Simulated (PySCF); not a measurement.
The numbers are results of B3LYP-D3(BJ)/def2-TZVP // B3LYP-D3(BJ)/def2-SVP run with PySCF, not measurements. Gas-phase values, no solvent. One relaxed conformer stands for a flexible species; it need not be the lowest. B3LYP has the VWN-RPA correlation part, as in Gaussian. Delta-SCF ions had no search for a lower state. Excitations are Tamm–Dancoff values on a coarser integration grid. The basis has no diffuse functions, so Rydberg states are missing or too high.

Reference species (SMILES): `O=CC1=C(C(F)(F)F)C=C[SiH2]1` (O–C–C–Si torsion 0°) (neutral, multiplicity 1).

| Item | Result |
|---|---|
| vertical ionisation energy (Delta-SCF) | 9.50 eV |
| HOMO | -7.53 eV |
| S1–T1 gap (TDA) | 0.69 eV |
| S1 oscillator strength | 0.000 |

Changed species: `O=CC1=CC=C(C(F)(F)F)[SiH2]1` (O–C–C–Si torsion 180°).

**Question.** What does the change do to the vertical ionisation energy (Delta-SCF), HOMO, S1–T1 gap (TDA) and S1 oscillator strength?

**Answer.** the vertical ionisation energy (Delta-SCF) hardly moves; the HOMO stays essentially unchanged; the S1–T1 gap (TDA) hardly moves; the S1 oscillator strength stays essentially unchanged.
